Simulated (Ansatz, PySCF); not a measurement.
Reaction (SMILES): C[SiH](C)O[SiH](Cl)Cl + O (H2O) + 4 [SiH4] (SiH4) -> 2 C[SiH3] [methylsilane] + 2 O[SiH3] [hydroxysilane] + 2 [SiH3]Cl
Each molecule is optimised on its own at B3LYP-D3(BJ)/def2-TZVP (Ansatz, a quantum-chemistry and plane-wave program), one conformer each, not searched for the lowest. Frequencies are from Ansatz or PySCF.

Property: bond separation energy (enthalpy at 298 K, with B3LYP-D3(BJ) rigid-rotor harmonic-oscillator terms), in kJ/mol. Valence correlation only, unless marked. Spin-orbit coupling is left out. Non-relativistic. CBS(X,Y): correlation extrapolated as X^-3; Hartree-Fock from the larger set. [CCSD(T)-MP2]/basis is that difference in the basis named.

| level | program | bond separation energy (kJ/mol) |
|---|---|---|
| SVWN5/def2-TZVPD | Ansatz | ___ |
| PBE-D3(BJ)/def2-TZVPD | Ansatz + dftd3 | 84.4 |
| PBE0/def2-TZVP | Ansatz | ___ |
| PBE0/def2-QZVPP | Ansatz | ___ |
| LC-wPBE-D4/def2-TZVPD | Ansatz + dftd4 | 91.3 |
| wB97M-V/def2-TZVPD | Ansatz | ___ |
| wB97X/def2-TZVPD | Ansatz | 76.6 |
| B2GP-PLYP-D4/def2-TZVPD | Ansatz + dftd4 | 85.6 |
| B2PLYP-D3(BJ)/def2-TZVPD | Ansatz + dftd3 | 87.0 |
| B2PLYP/def2-TZVPD | Ansatz | 74.5 |
| RPA@PBE/cc-pV(Q+d)Z | Ansatz | 76.5 |
| SCS-MP2/aug-cc-pV(D+d)Z | Ansatz | 84.3 |
| SCS-MP2/cc-pV(D+d)Z | Ansatz | 78.4 |
| RI-MP2/CBS(cc-pV(T+d)Z,cc-pV(Q+d)Z)+[CCSD(T)-MP2]/cc-pV(T+d)Z | Ansatz | 82.7 |

### Question
What belongs in the gaps?

### Answer

- SVWN5/def2-TZVPD, bond separation energy (kJ/mol): 92.0
- PBE0/def2-TZVP, bond separation energy (kJ/mol): 70.2
- PBE0/def2-QZVPP, bond separation energy (kJ/mol): 70.3
- wB97M-V/def2-TZVPD, bond separation energy (kJ/mol): 86.4
